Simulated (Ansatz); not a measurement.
Reactions of CH$_{5}$NSeSi, SMILES `[SiH3]N=C[SeH]`.

Calculated with Ansatz (gas phase, PBE0-D4/def2-TZVP geometries, no zero-point term in ΔE). CCSD(T)/CBS adds triple-zeta CCSD(T) − MP2 to the extrapolated MP2 energy (def2 sets, frozen cores). This one scheme is used for every species. Double bonds are as drawn, so ΔE can hold a change between cis and trans. For Se outer-core shells are correlated without core-valence functions, which leaves a few kJ/mol of doubt a bond. Scalar relativity is left out up to krypton. One conformer a species, not always the lowest.

(1) Order these by ΔE at CCSD(T)/CBS, lowest first. (An estimate is asked.)
A. `[SiH3]/N=C\[SeH]` + `COCO` → `COC[SeH]` + `O/C=N/[SiH3]`
B. `[SiH3]/N=C\[SeH]` + `SC1CO1` → `[SiH3]SC1CO1` + `N=C[SeH]`
C. `[SiH3]/N=C\[SeH]` + `C[SiH](F)[SiH2]N` → `N[SiH2][SiH](F)[SiH3]` + `C/N=C/[SeH]`
D. `[SiH3]/N=C\[SeH]` + `[AlH2]/[N]=C\S` → `[AlH2]/[N]=C\[SeH]` + `[SiH3]/N=C\S`
E. `[SiH3]/N=C\[SeH]` + `OCO` → `OCO[SiH3]` + `N=C[SeH]`

Largest T1 diagnostic: 0.015, for `[AlH2]/[N]=C\S`.

Results:

(1) A (-8.9 kcal/mol), E (-6.9 kcal/mol), B (-3.2 kcal/mol), D (+0.3 kcal/mol), C (+26.6 kcal/mol).
